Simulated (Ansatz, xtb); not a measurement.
## Ligand exchange: CH3F + InH2(NH2) → CH5N + InH2F

Species: CH3F (fluoromethane) `CF`, singlet; InH2(NH2), singlet; CH5N (methylamine) `CN`, singlet; InH2F `[F][InH2]`, singlet. The partners trade F for NH2: C–F and In–NH2 bonds give way to C–NH2 and In–F.

Shapes, held fixed at every level: PBE0-D4/def2-TZVP. Programs: Ansatz 0.2.0, xtb 6.7.1. The zero-point and thermal change to 298 K, harmonic and unscaled (PBE0-D4/def2-TZVP), is +3.5 kJ/mol.

| level | kind | ΔH(298 K) (kJ/mol) | less CCSD(T)/def2-TZVPP |
| --- | --- | --- | --- |
| GFN2-xTB | semi-empirical | -124.9 | -66.1 |
| HF/def2-TZVPP | Hartree–Fock | -64.8 | -6.0 |
| SPW92/def2-TZVPP | LDA | -57.5 | +1.3 |
| PBE-D4/def2-TZVPP | GGA | -65.5 | -6.7 |
| PBE0-D4/def2-TZVPP | global hybrid | -64.7 | -5.9 |
| wB97M-V/def2-TZVPP | range-separated hybrid | -63.6 | -4.8 |
| MP2/def2-SVP | perturbation theory | -72.5 | -13.7 |
| CCSD/def2-TZVPP | coupled cluster or CI | -59.7 | -0.9 |
| CCSD(T)/def2-TZVPP | coupled cluster or CI | -58.8 | 0.0 |

The highest level, CCSD(T)/def2-TZVPP, gives ΔH(298 K) = -58.8 kJ/mol; the levels span -124.9 to -57.5. GFN2-xTB strays far from the other rows. The column of differences is taken from that level and isn't an error. No measured value is set beside it here. For atoms past krypton def2 sets carry core potentials with scalar relativity. Correlated rows may include outer-core shells of In, which these sets cover unevenly.
